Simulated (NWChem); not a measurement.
Species: C2H5ClSi; SMILES [SiH3]C(Cl)=C

```xyz
9

C      1.8018     0.2965     0.0000
C      0.4678     0.1149     0.0000
Si    -0.4301    -1.5475     0.0000
Cl    -0.6219     1.4995     0.0000
H      2.4704    -0.5787     0.0000
H      2.2584     1.2993     0.0000
H     -1.2978    -1.6503    -1.2219
H      0.5937    -2.6488     0.0000
H     -1.2978    -1.6503     1.2219
```
Atoms are numbered in this order, from 1.

Program: NWChem. Pople sets run with spherical d functions. Coordinates come from a PBE-D3(BJ)/def2-SVP optimisation. Vzz is the largest principal value of the second derivative of the potential at the nucleus (NWChem prints the opposite sign); η is the asymmetry. Non-relativistic.

Order these runs by computing time, cheapest first, and give rough ratios: Hartree-Fock/def2-SVP; CAM-B3LYP/cc-pVTZ; CAM-B3LYP/6-31G*.

Hartree-Fock/def2-SVP (1), CAM-B3LYP/6-31G* (6), CAM-B3LYP/cc-pVTZ (100). Ratios are rough, from one shared machine; the cheapest took around 6 core-seconds (rough). What differs between the cheapest and the dearest: Vzz Cl4 (a.u.) 3.466 → 3.563; η Cl4 0.03 → 0.08.
